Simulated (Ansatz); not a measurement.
Reactions of `N=CC[SiH2][SiH3]`.

Program: Ansatz. Geometries: PBE0-D4/def2-TZVP. ΔE: electronic, gas phase. CCSD(T)/CBS adds triple-zeta CCSD(T) − MP2 to the extrapolated MP2 energy (def2 sets, frozen cores). DFT in def2-TZVPP. For Ge outer-core shells are correlated without core-valence functions, which leaves a few kJ/mol of doubt a bond. Scalar relativity is left out up to krypton. Each species was taken in one conformer, which may not be the lowest.

```tsv
reaction	PBE-D4 (kJ/mol)	PBE0-D4 (kJ/mol)	r2SCAN-D4 (kJ/mol)	CCSD(T)/CBS(def2) (kJ/mol)
`N=CC[SiH2][SiH3]` + `CO[SiH2]F` → `CO[SiH](F)[SiH3]` + `N=CC[SiH3]`	9	11	10	12
`N=CC[SiH2][SiH3]` + `[OH][GeH2][OH]` → `[OH][GeH2][O][SiH3]` + `N=CC[SiH3]`	-76	-84	-96	-103
`N=CC[SiH2][SiH3]` + `O[SiH2]F` → `F[SiH2]O[SiH2][SiH3]` + `CC=N`	-86	-92	-98	-100
`N=CC[SiH2][SiH3]` + `CBO` → `CBO[SiH2][SiH3]` + `CC=N`	-63	-68	-74	-76
```

Largest T1 diagnostic: 0.013, for `CBO[SiH2][SiH3]`.
